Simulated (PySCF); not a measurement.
Q: Write Cartesian coordinates for adamantane radical cation (`C1C2CC3CC1CC(C2)C3`) [SMILES of the parent framework; charge +1 and doublet state] as optimised with PBE0-D3(BJ)/def2-SVP. (Charge +1 and doublet state.)

A: 
```
atom  x, y, z in Å
C1     1.396   -0.226    0.405
C2     1.001    0.743   -0.802
C3     0.456   -0.124   -1.919
C4    -0.816   -0.831   -1.490
C5    -0.434   -1.806   -0.290
C6     0.111   -0.912    0.794
C7    -0.919    0.033    1.353
C8    -1.300    1.002    0.141
C9    -0.030    1.720   -0.272
C10   -1.863    0.136   -0.969
H11    2.162   -0.928    0.051
H12    1.815    0.382    1.219
H13    1.936    1.249   -1.092
H14    0.233    0.516   -2.796
H15    1.213   -0.843   -2.271
H16   -1.217   -1.474   -2.291
H17    0.309   -2.533   -0.650
H18   -1.338   -2.347    0.024
H19    0.390   -1.600    1.652
H20   -0.531    0.644    2.180
H21   -1.832   -0.482    1.685
H22   -2.055    1.698    0.541
H23    0.376    2.323    0.554
H24   -0.277    2.448   -1.071
H25   -2.192    0.791   -1.801
H26   -2.770   -0.394   -0.641
```

Orientation and origin are arbitrary. Atoms count from 1 in this order. Of the pairs four or more bonds apart, C5···C9 is among the closest relative to their van der Waals radii: 3.55 Å, 104 % of the sum of Bondi's values. The C–C distances run from 1.506 Å (C6–C7, drawn single) to 1.597 Å (C1–C2, drawn single), a spread of 0.091 Å.

Bonds between heavy atoms (Å): C1–C2 1.597, C2–C3 1.516, C3–C4 1.518, C4–C5 1.592, C5–C6 1.507, C6–C7 1.506, C7–C8 1.597, C8–C9 1.517, C8–C10 1.516, C1–C6 1.508, C2–C9 1.516, C4–C10 1.517.

Level of theory: PySCF, PBE0-D3(BJ)/def2-SVP geometry optimisation, gas phase.

Point group: C3v (every atom within 0.08 Å of its image). Stationary, but not proved a minimum. ⟨S²⟩ = 0.752 (exact for a doublet: 0.75). Torsions: C6–C1–C2–C3 -60°, C1–C2–C3–C4 64°, C2–C3–C4–C5 -63°, C3–C4–C5–C6 60°, C4–C5–C6–C7 65°.

On one thread of an Arm Neoverse V2, shared host with 96 logical CPUs at a one-minute load of 47, this took 3.9 min wall and 1.2 GiB of memory at its peak. That covers the optimisation of the geometry.

One conformer stands for the species.
